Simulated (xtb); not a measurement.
C3H10InN, SMILES [InH2][N](C)CC. All values are semi-empirical tight-binding results from xtb (GFN2-xTB unless named), good for trends rather than for accurate numbers. Geometry: GFN2-xTB. One conformer was computed; it need not be the lowest.

Optimised geometry:

```xyz
15

In     0.0325    -0.9505    -0.4529
H     -1.1891    -1.9894     0.1785
H      1.1556    -1.4815    -1.6507
N     -0.1665     1.0666    -0.1555
C      0.9227     1.9383    -0.5319
C     -0.9215     1.4760     1.0021
C     -0.1682     1.3729     2.3325
H      1.6528     2.1052     0.2725
H      0.5334     2.9142    -0.8469
H      1.4458     1.4865    -1.3821
H     -1.2702     2.5081     0.8619
H     -1.8052     0.8222     1.0526
H      0.6736     2.0609     2.3629
H     -0.8329     1.6056     3.1611
H      0.2095     0.3510     2.4554
```
Charge 0, spin multiplicity 1.

For metal compounds this method's bond lengths and energies can be far off.

Computed properties:
```
Property                                      Result
-------------------------------------  -------------
orbital gap                                  2.49 eV
zero-point energy                      72.7 kcal/mol
G − E(el) at 298.15 K (modified RRHO)  51.4 kcal/mol
```

Q: Give the atomic charges and the Wiberg bond orders between heavy atoms. (The exact figures need the calculation; the answer reports its results.)

A: charges (e) In1 0.17, H2 -0.07, H3 -0.07, N4 -0.25, C5 -0.02, C6 0.02, C7 -0.10, H8 0.03, H9 0.03, H10 0.05, H11 0.03, H12 0.05, H13 0.04, H14 0.04, H15 0.04. Bond orders In1–N4 0.91, N4–C5 1.02, N4–C6 1.02, C6–C7 1.00.
